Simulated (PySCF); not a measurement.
Excitation energy of Ag by level of theory

Ag [Kr] 4d10 5s1 (2S) → Ag [Kr] 4d9 5s2 (2D), as a difference of total energies. All numbers are calculated (PySCF 2.14, scalar relativity through the core potential, in def2-QZVPPD with the def2 core potential (28 electrons)). Correlated levels: valence: 4s2 4p6 frozen; valence and next inner shell: nothing frozen outside the core potential. The calculations carry no spin-orbit coupling.

Task: Order these methods by the excitation energy they give, lowest first.
A. MP2 (valence and next inner shell)
B. UHF
C. wB97X-V
D. SCS-MP2 (valence and next inner shell)

Result: B (29759 cm⁻¹), D (31404 cm⁻¹), C (31819 cm⁻¹), A (33074 cm⁻¹).

Errors of the correlated levels include the incompleteness of this basis and the frozen core.

For comparison: 32031 cm⁻¹ (measured; NIST levels, between the centres of gravity of the two terms).
